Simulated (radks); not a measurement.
The numbers below are computed, except where a source is named.
How relativity changes the ionisation of neutral gallium ([Ar] 3d10 4s2 4p1) to Ga+ ([Ar] 3d10 4s2). Spin-unpolarised spherical Kohn-Sham, PBE, point nucleus unless stated (finite: rms radius 3.9973 fm), a radial shooting solver on a logarithmic mesh with Libxc functionals. A level marked "c x" has the speed of light scaled by that factor and shares open shells by 2j + 1; other Dirac levels either fill j = l - 1/2 first or share by 2j + 1.

| level | E(Ga) (hartree) | E(Ga+) (hartree) | IE (eV) | HOMO | <r> HOMO (bohr) |
|---|---|---|---|---|---|
| non-rel. | -1924.56372 | -1924.35344 | 5.722 | 4p | 3.424 |
| scalar-rel. | -1943.93783 | -1943.72879 | 5.688 | 4p | 3.426 |
| scalar-rel., finite nucleus | -1943.92721 | -1943.71818 | 5.688 | 4p | 3.426 |
| Dirac, 2j+1 shares | -1944.01869 | -1943.80960 | 5.690 | 4p3/2 | 3.449 |
| Dirac, low j first | -1944.02152 | -1943.80960 | 5.767 | 4p1/2 | 3.388 |
| Dirac, 2j+1 shares, finite nucleus | -1944.00807 | -1943.79897 | 5.690 | 4p3/2 | 3.449 |
| Dirac, c x 0.85 | -1951.76070 | -1951.55205 | 5.678 | 4p3/2 | 3.459 |
| Dirac, c x 1.25 | -1936.90088 | -1936.69136 | 5.701 | 4p3/2 | 3.440 |
| Dirac, c x 5 | -1925.32328 | -1925.11305 | 5.721 | 4p3/2 | 3.425 |

NIST Atomic Spectra Database: 5.999 eV (measured). The relativistic part of the total energy of Ga is -19.44 hartree (Dirac, 2j+1 shares, finite nucleus), 1 % of the non-relativistic value. Spin polarisation and multiplet splitting of open shells are left out at every level.

Beside tabulated values, note that spin-unpolarised runs miss the spin-polarisation part of the exchange energy of open shells.
